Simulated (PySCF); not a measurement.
C7H9F.
SMILES with atom numbers: `[CH2:1]=[CH:2]/[CH:3]=[C:4](/[F:5])[C:6](=[CH2:7])[CH3:8]` (hydrogens: H9, H10 on C1; H11 on C2; H12 on C3; H13, H14 on C7; H15, H16, H17 on C8)

Method: PySCF 2.14.0, PBE0-D3(BJ)/def2-SVP geometry optimisation, gas phase; density fitting, grid level 1; the optimiser is geomeTRIC in internal coordinates, started from a GFN2-xTB structure with every atom displaced at random (about 0.01 Å).

Step 0: E = -10102.1621 eV
```
atom  x, y, z in Å  |  force x, y, z in eV/Å
C1      2.8745   -0.0880    1.3412   -1.724   0.668  -1.127
C2      1.6931    0.0629    0.6814    0.991  -0.572   0.938
C3      0.5284   -0.7326    0.9980    3.494   0.084   1.465
C4     -0.6542   -0.7425    0.4735   -4.656  -1.150  -0.771
F5     -1.5265   -1.6627    1.0450    0.781   0.774  -0.465
C6     -1.3391    0.0045   -0.5960    1.700   0.283   0.163
C7     -2.6009   -0.2525   -0.9023   -1.273  -0.196  -0.191
C8     -0.5463    1.0520   -1.3425   -1.369  -0.549   0.133
H9      3.7097    0.5409    1.1096    0.675   0.393  -0.214
H10     2.9728   -0.7761    2.1466    0.129  -0.809   0.807
H11     1.6164    0.7888   -0.1009    0.084   0.567  -0.564
H12     0.7085   -1.4341    1.8228   -0.300  -0.049  -0.121
H13    -3.2212   -0.9855   -0.3993    0.134  -0.282   0.309
H14    -3.1256    0.2915   -1.6833    0.120   0.255  -0.261
H15    -0.2257    1.8164   -0.6610    0.452   0.740   0.521
H16    -1.1973    1.5149   -2.0878   -0.006   0.115  -0.202
H17     0.3030    0.6166   -1.8360    0.768  -0.272  -0.419
```

Step 1: E = -10102.4007 eV
```
atom  x, y, z in Å  |  force x, y, z in eV/Å
C1      2.8223    0.0161    1.3945    0.350  -0.202   0.139
C2      1.7148    0.0006    0.6386   -0.138   0.370  -0.009
C3      0.5713   -0.8202    0.9499   -0.865  -0.010  -0.284
C4     -0.6964   -0.8175    0.4390    1.079   0.003   0.167
F5     -1.5160   -1.7312    0.9733   -0.190  -0.013   0.051
C6     -1.3251   -0.0013   -0.5947   -0.438  -0.110  -0.031
C7     -2.6368   -0.1942   -0.8475    0.199   0.079  -0.019
C8     -0.5420    1.0281   -1.3496    0.208   0.032   0.046
H9      3.6724    0.6646    1.1549   -0.109  -0.067   0.023
H10     2.9243   -0.6430    2.2693   -0.014   0.141  -0.138
H11     1.6618    0.6878   -0.2097    0.020  -0.101   0.022
H12     0.7014   -1.5449    1.7562    0.067  -0.093   0.074
H13    -3.2216   -0.9330   -0.3029   -0.026  -0.060   0.027
H14    -3.1450    0.3977   -1.6106   -0.021   0.027  -0.025
H15    -0.1275    1.7974   -0.6749   -0.019  -0.072  -0.075
H16    -1.1890    1.5342   -2.0763   -0.022   0.003  -0.031
H17     0.3005    0.5732   -1.9006   -0.081   0.071   0.063
```

Task: Estimate the geometry and energy of step 2. (The exact step hangs on the optimiser's Hessian estimate; all steps are aligned on step 1, rigid shifts and turns removed.)

Result: E = -10102.4158 eV, largest force 0.260 eV/Å
```
atom  x, y, z in Å  |  force x, y, z in eV/Å
C1      2.8391    0.0101    1.3606   -0.068  -0.102  -0.031
C2      1.6854    0.0340    0.6701    0.102   0.036  -0.064
C3      0.5490   -0.8046    0.9800   -0.244  -0.083   0.032
C4     -0.7035   -0.8188    0.4600    0.152   0.091   0.015
F5     -1.5497   -1.7105    0.9979    0.055  -0.079   0.038
C6     -1.3324   -0.0132   -0.5860   -0.064   0.107  -0.127
C7     -2.6338   -0.2008   -0.8793    0.077  -0.083   0.093
C8     -0.5306    1.0183   -1.3224    0.018   0.055  -0.022
H9      3.6752    0.6553    1.0823   -0.007   0.008   0.021
H10     2.9836   -0.6606    2.2137   -0.007   0.015  -0.008
H11     1.6132    0.7216   -0.1736    0.008   0.000   0.050
H12     0.6972   -1.5433    1.7755    0.007   0.034   0.023
H13    -3.2321   -0.9485   -0.3580   -0.016   0.003   0.003
H14    -3.1205    0.3981   -1.6526    0.014  -0.010   0.003
H15    -0.1350    1.7887   -0.6423   -0.014  -0.002  -0.015
H16    -1.1609    1.5201   -2.0682    0.004   0.000  -0.009
H17     0.3256    0.5684   -1.8490   -0.014   0.008  -0.001
```

The energy changes by -0.0151 eV. The first-order estimate −F·Δx gives -0.0395 eV and the mean of the old and new forces, exact on a quadratic surface, -0.0161 eV. The step makes an angle of 83° with the force vector and moves no atom by more than 0.083 Å.

What follows is the cost of the whole optimisation. The run took 1.7 min wall on Intel Xeon Platinum 8488C, one thread, shared host, and the process peaked at 0.64 GiB of memory.
